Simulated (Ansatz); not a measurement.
`[SiH3][Ga]([Cl])[Cl]` + HBr → `[Cl][Ga]([Cl])[Br]` + SiH₄  (cleavage of the Ga–Si bond)

Gas-phase electronic energies from Ansatz, PBE0-D4/def2-TZVP geometries. CCSD(T)/CBS is the MP2 limit (def2-TZVPP, def2-QZVPP) plus CCSD(T) − MP2 in def2-TZVPP, frozen cores. This one scheme is used for every species. Functionals use def2-TZVPP. For Br, Ga outer-core shells are correlated without core-valence functions, which leaves a few kJ/mol of doubt a bond. Scalar relativity is left out up to krypton.

```
             level  ΔE (kJ/mol)
         r2SCAN-D4        -85.4
        r2SCANh-D4        -87.0
          BHLYP-D4        -94.5
          PBE-QIDH        -92.0
RPA@PBE/def2-TZVPP        -87.4
       HF/def2-SVP       -108.8
SCS-MP2/def2-TZVPP        -98.3
CCSD(T)/def2-TZVPP        -90.0
```

What does CCSD(T)/CBS give? (Best estimate.)

Ansatz gave: -86.4 kJ/mol. The listed levels differ from it by 1.0, -0.6, -8.1, -5.6, -1.0, -22.4, -11.9, -3.6 kJ/mol.

Largest T1 diagnostic among the species: 0.012.

From r2SCAN to r2SCAN0 (25 % exact exchange), in def2-TZVPP and without D4, ΔE moves by −4.2 kJ/mol. In def2-TZVPP, CCSD(T) changes the Hartree–Fock value by +22.5 kJ/mol (the triples alone add +1.6 kJ/mol) and MP2 by +15.3 kJ/mol.
